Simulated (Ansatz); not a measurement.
One change: `OC(O)(Cl)C=S` becomes `OC(O)(Cl)[SiH2]Cl`.

Ansatz, PBE0-D4/def2-TZVP geometries, multiplicity 1. Each molecule was computed in one conformer, which needn't be the lowest.

```tsv
property	`OC(O)(Cl)C=S`
zero-point energy (PBE0-D4/def2-TZVP) / kJ/mol	142.0
HOMO energy (PBE/def2-TZVPP) / eV	-6.30
HOMO–LUMO gap (ωB97M-V/def2-TZVPP) / eV	8.91
size of the dipole moment (PBE/def2-TZVPP) / D	1.19
LUMO energy (PBE0/def2-TZVPP) / eV	-3.03
HOMO energy (PBE0/def2-TZVPP) / eV	-7.57
```

Question: Give the same properties after the change, and the shifts. (Best estimate.)

Answer: Ansatz gave: 
```
                                      property  `OC(O)(Cl)[SiH2]Cl`  shift
zero-point energy (PBE0-D4/def2-TZVP) / kJ/mol                146.6    4.6
             HOMO energy (PBE/def2-TZVPP) / eV                -6.92  -0.62
       HOMO–LUMO gap (ωB97M-V/def2-TZVPP) / eV                12.40   3.49
size of the dipole moment (PBE/def2-TZVPP) / D                 1.02  -0.17
            LUMO energy (PBE0/def2-TZVPP) / eV                -0.04   2.99
            HOMO energy (PBE0/def2-TZVPP) / eV                -8.35  -0.78
```

With PBE0 the HOMO falls by 0.78 eV and the LUMO rises by 2.99 eV, so the gap widens by about 3.77 eV. PBE moves the HOMO by -0.62 eV and ωB97M-V by -0.82 eV. The zero-point energy changes by 4.6 kJ/mol with +3 modes. Dipoles are sizes alone; their direction can turn.

Positive LUMOs are unbound, so they and the gaps depend on the basis.
